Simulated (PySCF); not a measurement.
Species: H5NO2Si.
Numbering: `[NH2:1][SiH:2]([OH:3])[OH:4]` (hydrogens: H5, H6 on N1; H7 on Si2; H8 on O3; H9 on O4)

Structure optimised with GFN2-xTB, isolated species.

Task: List the bond lengths, angles and torsions at this level.

Result: 
```json
{"bond": "N1–Si2", "length (Å)": "1.731", "order": "single"}
{"bond": "Si2–O3", "length (Å)": "1.630", "order": "single"}
{"bond": "Si2–O4", "length (Å)": "1.616", "order": "single"}
{"bond": "N1–H5, N1–H6", "length (Å)": "1.007", "order": "single"}
{"bond": "Si2–H7", "length (Å)": "1.456", "order": "single"}
{"bond": "O3–H8, O4–H9", "length (Å)": "0.952", "order": "single"}
```

Bonds in one row agree within 0.01 Å and their mean is given. Orders are formal, as drawn. A selection of angles:
```json
{"angle": "Si2–N1–H5", "degrees": "119.2"}
{"angle": "Si2–N1–H6", "degrees": "117.1"}
{"angle": "H5–N1–H6", "degrees": "109.2"}
{"angle": "N1–Si2–O3", "degrees": "107.8"}
{"angle": "N1–Si2–O4", "degrees": "109.6"}
{"angle": "N1–Si2–H7", "degrees": "116.6"}
{"angle": "O3–Si2–O4", "degrees": "108.3"}
{"angle": "O3–Si2–H7", "degrees": "111.4"}
{"angle": "O4–Si2–H7", "degrees": "102.8"}
{"angle": "Si2–O3–H8", "degrees": "120.4"}
```

Torsions: H8–O3–Si2–N1 -51° (synclinal); H9–O4–Si2–N1 -73° (synclinal). The mirror-image conformer, all signs reversed, is as good.

N1 (silicon-bound nitrogen) is pyramidal (angles 119.2°, 117.1° and 109.2°, sum 345.5°, 0.26 Å off the plane of its three neighbours). Si2 (oxygen-bound silicon) is distorted tetrahedral (angles from 102.8° to 116.6°).

GFN2-xTB frequencies: not computed here. The numbers are those of one conformer (H–N1–Si2–O3 58° and -167°, N1–Si2–O3–H -51°, N1–Si2–O4–H -73°).
